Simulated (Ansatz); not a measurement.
C₉H₁₀N₂ (`CN(C)c1ccc(C#N)cc1`), relaxed with RKS PBE-D4/def2-SVP in Ansatz 0.2.0 from a rough embedded geometry. The force threshold is 0.03 eV/Å; the program also tests the step.

Total charge 0; spin multiplicity 1.

Start:

```xyz
21

C     0.353    1.879   -1.797
N     0.812    0.665   -1.170
C     2.041    0.079   -1.647
C     0.108    0.090   -0.152
C     0.655   -0.954    0.615
C    -0.058   -1.539    1.635
C    -1.351   -1.105    1.938
C    -2.079   -1.705    2.982
N    -2.667   -2.193    3.840
C    -1.906   -0.066    1.187
C    -1.193    0.518    0.167
H     0.024    2.599   -1.046
H    -0.475    1.692   -2.491
H     1.173    2.328   -2.354
H     1.938   -1.003   -1.742
H     2.271    0.480   -2.632
H     2.883    0.296   -0.980
H     1.657   -1.303    0.424
H     0.383   -2.337    2.214
H    -2.906    0.275    1.411
H    -1.661    1.305   -0.401
```

(1) How much energy does the relaxation release, and in how many steps? (Best estimate.)

(2) Which bonds change most? (Estimate.)

(3) Give the relaxed structure. (An estimate is asked.)

Results:

(1) Ansatz gave: 19.76 kJ/mol, in 8 steps.

(2) Computed: C8–N9 from 1.148 to 1.176 Å; C7–C8 from 1.407 to 1.429 Å; C3–H15 from 1.092 to 1.113 Å; C1–H12 from 1.092 to 1.113 Å.

(3) Ansatz gave: 
```xyz
21

C     0.276    1.813   -1.905
N     0.828    0.677   -1.192
C     2.131    0.157   -1.558
C     0.116    0.094   -0.167
C     0.636   -1.018    0.557
C    -0.087   -1.605    1.593
C    -1.363   -1.116    1.962
C    -2.102   -1.720    3.026
N    -2.710   -2.218    3.901
C    -1.887   -0.012    1.248
C    -1.171    0.580    0.211
H     0.083    2.677   -1.230
H    -0.682    1.564   -2.414
H     0.993    2.143   -2.678
H     2.081   -0.908   -1.880
H     2.536    0.745   -2.402
H     2.859    0.221   -0.719
H     1.621   -1.431    0.308
H     0.339   -2.461    2.135
H    -2.877    0.383    1.518
H    -1.618    1.434   -0.314
```
